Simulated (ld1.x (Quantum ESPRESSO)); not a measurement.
PBE PAW dataset for technetium (Tc), fully relativistic all-electron reference.

Tc (Z = 43), PAW, made with ld1.x (Quantum ESPRESSO) 7.5 (PBE, fully relativistic). Core [Kr], reference 4d5.5 5s1.5 5p0. Waves: 5s (bound): rcut 2.30, rcutus 2.90 bohr; 5s channel at 0.95 Ry: rcut 2.30, rcutus 2.90 bohr; 5p (bound, empty): rcut 3.35, rcutus 3.90 bohr; 5p channel at 2.45 Ry: rcut 3.35, rcutus 3.90 bohr; 4d (bound): rcut 1.55, rcutus 2.10 bohr; 4d channel at -0.1 Ry: rcut 1.55, rcutus 2.10 bohr. Local part: all-electron potential smoothed inside 2.10 bohr (lloc = -1). Core correction: Bessel-smoothed model core inside 1.10 bohr. Augmentation charge: BG, radius 1.25 bohr.

Open shells are filled in proportion to 2j + 1 (rel_dist='average').

Poles of the logarithmic derivatives, all-electron (AE) and pseudo (PS). s: poles at -0.0, 2.8 (AE) and -0.0, 2.8 (PS) Ry. p1/2: poles at 0.5, 3.5 (AE) and 0.5, 3.3, 3.9 (PS) Ry. p3/2: poles at 0.6, 3.6 (AE) and 0.6, 3.3, 3.9 (PS) Ry. d3/2: poles at -0.4, 1.6, 4.9 (AE) and -0.4, 1.6, 4.9 (PS) Ry. d5/2: poles at -0.4, 1.7, 4.9 (AE) and -0.4, 1.7 (PS) Ry. Test radius 4.24 bohr.

- Largest excitation error: -1186 meV (all-electron minus pseudo) for 4d3 5s0 5p0, out of 7 test configurations

The ghost test of this file was not conclusive.
